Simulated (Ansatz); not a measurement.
`[SiH3]CBC=S` and `BC=S` differ in one atom or group.

Ansatz, PBE0-D4/def2-TZVP geometries, multiplicity 1. Each molecule was computed in one conformer, which needn't be the lowest. `BC=S` holds a close contact that its SMILES doesn't draw: S···B 2.17 Å.

| property | `[SiH3]CBC=S` |
| --- | --- |
| HOMO energy (ωB97M-V/def2-TZVPP) / eV | -8.86 |
| HOMO–LUMO gap (ωB97M-V/def2-TZVPP) / eV | 8.51 |
| HOMO energy (B3LYP/def2-TZVPP) / eV | -6.50 |
| HOMO energy (PBE/def2-TZVPP) / eV | -5.59 |
| LUMO energy (PBE0/def2-TZVPP) / eV | -2.52 |
| zero-point energy (PBE0-D4/def2-TZVP) / kJ/mol | 212.4 |

(1) Give the same properties after the change, and the shifts. (Best estimate.)

Results:

(1) Ansatz gave: 
| property | `BC=S` | shift |
| --- | --- | --- |
| HOMO energy (ωB97M-V/def2-TZVPP) / eV | -9.74 | -0.88 |
| HOMO–LUMO gap (ωB97M-V/def2-TZVPP) / eV | 9.08 | 0.57 |
| HOMO energy (B3LYP/def2-TZVPP) / eV | -7.39 | -0.89 |
| HOMO energy (PBE/def2-TZVPP) / eV | -6.50 | -0.91 |
| LUMO energy (PBE0/def2-TZVPP) / eV | -2.88 | -0.36 |
| zero-point energy (PBE0-D4/def2-TZVP) / kJ/mol | 96.1 | -116.3 |

With PBE0 the HOMO falls by 0.91 eV and the LUMO falls by 0.36 eV, so the gap widens by about 0.55 eV. PBE moves the HOMO by -0.91 eV and ωB97M-V by -0.88 eV. The zero-point energy changes by -116.3 kJ/mol with -18 modes.

B3LYP here is the variant with VWN-RPA as its local correlation; programs differ in this.
